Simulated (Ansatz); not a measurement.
Consider the formal exchange of groups at the Si–H bond: `BO[SiH3]` + `NC(F)(S)C=O` → `BO[SiH2]N` + `O=CC(F)S`.

Isolated molecules relaxed with PBE0-D4/def2-TZVP in Ansatz; ΔE leaves out vibrations. CCSD(T)/CBS is the MP2 limit (def2-TZVPP, def2-QZVPP) plus CCSD(T) − MP2 in def2-TZVPP, frozen cores. DFT in def2-TZVPP. Each species was taken in one conformer, which may not be the lowest.

```tsv
level	ΔE (kcal/mol)	difference from CCSD(T)/CBS
PBE-D4	-20.9	2.9
ωB97M-V	-23.2	0.6
r2SCAN	-22.1	1.7
MP2/def2-TZVPP	-23.3	0.5
SCS-MP2/def2-TZVPP	-23.1	0.7
CCSD/def2-TZVPP	-23.3	0.5
CCSD(T)/def2-TZVPP	-22.8	1.0
SCS-MP2/def2-QZVPP	-23.9	-0.1
HF/CBS(def2)	-24.3	-0.5
CCSD/CBS(def2)	-24.3	-0.5
CCSD(T)/CBS	-23.8	0
```

Largest T1 diagnostic among the species: 0.014.

From PBE to PBE0 (25 % exact exchange), in def2-TZVPP and without D4, ΔE moves by −0.8 kcal/mol.
